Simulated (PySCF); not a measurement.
FOSn, multiplicity 2. Atoms are numbered in the order given.

```xyz
3

Sn     0.3340     0.0317     0.0000
O     -1.0710     1.4639     0.0000
F     -0.9035    -1.4774     0.0000
```
Charge 0, spin multiplicity 2.

Coordinates come from a B3LYP-D3(BJ)/def2-TZVP optimisation. The def2 effective core potentials stand for the cores of Sn; spin–orbit coupling is left out.

All values below come from PySCF with PBE/def2-TZVPD.

Mulliken values depend strongly on the basis, most of all with diffuse functions as here. ESP charges are fitted to the potential on shells at 1.4 to 2.0 van der Waals radii. Atomic charges (e):

```csv
atom,Mulliken,ESP fit,Mulliken spin
Sn1,0.94,?,0.03
O2,-0.45,?,0.93
F3,-0.49,?,0.04
```

### Question
Some entries are withheld; supply them. (Estimate from the structure and the level; the computed values follow.)

### Answer

- Sn1, ESP fit: 0.58
- O2, ESP fit: -0.29
- F3, ESP fit: -0.28
